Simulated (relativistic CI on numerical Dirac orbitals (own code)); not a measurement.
# How well does a small relativistic CI reproduce Ca VII?

Calculated at this level of theory: Dirac-Coulomb-Breit CI, orbitals from a KLI potential per configuration, model QED (radiative potential, 1s self-energy scaled to tabulated hydrogen-like ionisation energies), unscaled Slater integrals (own radial code, finite nucleus).

CI space (outside the closed core [Ne]): 3s²3p², 3s3p³, 3s²3p3d, 3p⁴, 3s3p²3d, 3p³3d, 3s²3p4s, 3s3p3d², 3s²3p4p, 3s²3p4d, 3s²3p4f, 3s3p²4s, 3s²3p5s, 3s3p²4p, 3s²3p5p, 3s²3p5d, 3s3p²4d, 3s²3p5f, 3s²3p5g, 3s²3p6s, 3s3p²4f, 3s²3d4p, 3s²3p6p, 3s²3p6d, 3p³4s, 3s3p²5s, 3s3p²5p, 3s3p3d4s, 3p³4p, 3s3p²5d, 3s3p²5f, 3s3p²5g, 3s²3d², 3s3d³, 3p²3d², 3p3d³, 3p3d²4s, 3p3d²4p, 3p3d²4d, 3s²3d4s, 3s3d²4s, 3s3p3d4p, 3s3d²4p, 3s3d4s4p, 3s3d4p², 3s3d4p4d. Double excitations out of closed p, d and f shells are left out; levels of such configurations are missing from the list, as are those of other unlisted configurations, and high levels can miss mixing partners. These lack a partner that the ground configuration has and come out too high: 3s3p²4d, 3s3p²4f, 3s3p²5s, 3s3p²5p, 3s3p²5d.

```csv
Configuration,Term (tabulated),J,Measured (cm⁻¹),Computed,Error,Purity (%)
3s²3p²,3P,0,0.0,0,0,95
3s²3p²,3P,1,1624.9,1581,-44,96
3s²3p²,3P,2,4071.4,4022,-50,95
3s²3p²,1D,2,21864.0,23918,2054,95
3s²3p²,1S,0,48981.4,52837,3856,94
3s3p³,3D°,1,160157.5,159770,-387,85
3s3p³,3D°,2,160220.3,159843,-377,85
3s3p³,3D°,3,160529.2,160146,-383,86
3s3p³,3P°,1,185392.9,186687,1295,86
3s3p³,3P°,2,185412.2,186692,1280,84
3s3p³,3S°,1,245240.5,251799,6559,89
3s3p³,1P°,1,252489.9,260389,7900,79
3s²3p3d,3P°,2,286224.0,291972,5748,74
3s²3p3d,3P°,1,288160.0,293571,5411,82
3s²3p3d,3P°,0,289004.0,294320,5316,84
3s²3p3d,3D°,2,295772.0,302293,6521,81
3s²3p3d,3D°,3,296132.0,302656,6524,83
3s²3p3d,1F°,3,324885.0,334712,9827,95
3s²3p4s,3P°,0,490059.0,488516,-1543,95
3s²3p4s,3P°,1,490919.0,489442,-1477,90
3s²3p4s,3P°,2,494262.0,492685,-1577,95
3s²3p4s,1P°,1,498683.0,498176,-507,89
```

Measured levels from Sugar and Corliss, J. Phys. Chem. Ref. Data 8, 865 (1979); pairs were made by configuration, J and term (by order where the table uses no LS term), so strongly mixed levels may be paired wrongly. Some J values or terms of the table were assigned by a fit.

Mean error by configuration (cm⁻¹): 3s²3p² 1454; 3s3p³ 2269; 3s²3p3d 6558; 3s²3p4s -1276. Over the excited levels the mean absolute error is 3268 cm⁻¹ (21 of the 21 excited levels that our extract of the source holds in range could be paired), and the median relative error of those above 1,000 cm⁻¹ is 1.8 %.
